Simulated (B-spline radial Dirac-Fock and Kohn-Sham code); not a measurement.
## The Ag-like isoelectronic sequence (47 electrons), Z = 68 to 79

Method: ΔSCF Dirac-Fock with Breit, self-energy and vacuum polarisation, finite nucleus, configuration average. Computed with a radial finite-basis atomic code. Binding energies in eV, tabulated ground configurations ([Kr] 4d10 4f1 throughout). Electron correlation is not included.

```
  ion      3s   3p1/2   3d3/2   3d5/2  outermost level  NIST ionisation energy
Er²¹⁺  2843.1  2627.8  2070.8  2029.6       558.8 (4f)                 555 ± 5
Tm²²⁺  2987.3  2766.6  2187.0  2142.7       607.5 (4f)                 603 ± 6
Yb²³⁺  3135.7  2909.5  2306.4  2258.8       657.9 (4f)                 651 ± 6
Lu²⁴⁺  3288.4  3056.7  2429.1  2378.0       710.1 (4f)                 713 ± 7
Hf²⁵⁺  3445.3  3208.0  2555.0  2500.2       764.0 (4f)                 772 ± 9
Ta²⁶⁺       ?       ?       ?       ?                ?                       ?
 W²⁷⁺  3772.1  3523.4  2816.3  2753.7       877.1 (4f)             881.4 ± 1.6
Re²⁸⁺  3942.1  3687.6  2951.9  2885.0       936.3 (4f)                953 ± 19
Os²⁹⁺  4116.7  3856.3  3090.6  3019.3       997.2 (4f)               1015 ± 25
Ir³⁰⁺  4295.8  4029.4  3232.6  3156.6      1059.8 (4f)               1080 ± 50
Pt³¹⁺  4479.5  4207.1  3377.8  3296.9      1124.2 (4f)               1140 ± 60
Au³²⁺  4667.9  4389.4  3526.3  3440.2      1190.3 (4f)               1210 ± 60
```

Task: Fill in the row of Ta²⁶⁺.

Result: 3s 3606.5, 3p1/2 3363.5, 3d3/2 2684.0, 3d5/2 2625.5, outermost 819.7 (4f), NIST 832 ± 10 eV.

NIST's values are for the lowest levels; a dash marks a value that is missing or belongs to another shell. Their kind here: semi-empirical, theoretical. Where a p, d or f shell is open in either ion the computed value averages over both j values and all terms, while the table refers to the lowest levels; that difference holds spin-orbit splitting (largest in heavy or highly charged ions), term energies where several electrons share open shells, and correlation, and it can reach 10 % or more.
